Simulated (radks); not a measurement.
The numbers below are computed, except where a source is named.
Br+, configuration [Ar] 3d9 4s2 4p4 5s1 (not the ground configuration).

Code: a radial shooting solver on a logarithmic mesh with Libxc functionals. Model: Dirac Kohn-Sham, OLYP, spin-unpolarised, spherical densities, finite nucleus; open shells fill j = l - 1/2 first; Fermi nuclear charge, rms radius 4.1629 fm.

Energy parts (eV):
| part | energy |
|---|---|
| total | -70865.263 |
| kinetic | 72676.334 |
| electron-nucleus | -170237.142 |
| Hartree | 29200.958 |
| exchange-correlation | -2505.413 |

Orbitals (lengths in bohr, moments of r in powers of bohr):
orbital	occ.	eigenvalue (eV)	<r>	<r^2>	<1/r>	small-component weight
1s1/2	2	-13345.26	0.04275	0.002462	35.65	1.61e-02
2s1/2	2	-1769.115	0.1892	0.04228	7.957	3.18e-03
2p1/2	2	-1596.828	0.1627	0.03250	7.922	3.18e-03
2p3/2	4	-1549.350	0.1666	0.03394	7.663	3.10e-03
3s1/2	2	-269.3919	0.5461	0.3428	2.632	7.82e-04
3p1/2	2	-209.3398	0.5497	0.3534	2.519	7.33e-04
3p3/2	4	-202.3193	0.5597	0.3662	2.458	7.13e-04
3d3/2	4	-98.3470	0.5671	0.3949	2.220	6.01e-04
3d5/2	5	-97.1940	0.5708	0.3999	2.204	5.95e-04
4s1/2	2	-38.1134	1.539	2.687	0.8674	1.37e-04
4p1/2	2	-24.2590	1.760	3.555	0.7501	1.06e-04
4p3/2	2	-23.5372	1.789	3.677	0.7356	1.03e-04
5s1/2	1	-7.3220	4.329	21.17	0.2963	2.13e-05

The highest occupied level is 5s1/2 at -7.322 eV. Summed over all electrons, <r^2> = 47.74 bohr^2, which gives a Langevin (diamagnetic) susceptibility term of -37.8 x 10^-6 cm^3/mol.
